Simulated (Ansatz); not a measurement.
(SnS2)n: r2SCAN-D4/def2-TZVP single points in Ansatz on relaxed structures, gas phase. Each cluster is the lowest isomer that a short search found in that spin, judged at the geometry's level, and lower ones may exist. Core potentials for Sn, no spin–orbit coupling. Binding counts from free atoms in the multiplicity of their measured ground term, without zero-point energy. Singlets are spin-restricted. A dash marks a value that wasn't run or was left out as unsound. The structures are stationary points that may keep the symmetry of their start.

```json
{"species": "SnS2", "atoms": "3", "state": "singlet", "geometry": "r2SCAN-D4/def2-TZVP", "HOMO (eV)": "-5.09", "LUMO (eV)": "-3.46", "gap (eV)": "1.62", "vertical IE (eV)": "7.95", "binding per atom (eV)": "2.70", "lowest of the spins relaxed": "singlet, of singlet/triplet/quintet", "point group (within 0.1 Å)": "C2v"}
{"species": "Sn2S4", "atoms": "6", "state": "singlet", "geometry": "PBE-D4/def2-SVP", "HOMO (eV)": "-5.47", "LUMO (eV)": "-2.76", "gap (eV)": "2.71", "vertical IE (eV)": "7.73", "binding per atom (eV)": "3.05", "lowest of the spins relaxed": "singlet, of singlet/triplet/quintet", "point group (within 0.1 Å)": "Ci"}
{"species": "Sn6S12", "atoms": "18", "state": "singlet", "geometry": "PBE-D4/def2-SVP", "HOMO (eV)": "-5.67", "LUMO (eV)": "-3.67", "gap (eV)": "1.99", "vertical IE (eV)": "–", "binding per atom (eV)": "3.26", "lowest of the spins relaxed": "–", "point group (within 0.1 Å)": "–"}
```

The gap (eV) runs from 1.62 (SnS2) to 2.71 (Sn2S4). The binding per atom (eV) runs from 2.70 (SnS2) to 3.26 (Sn6S12).
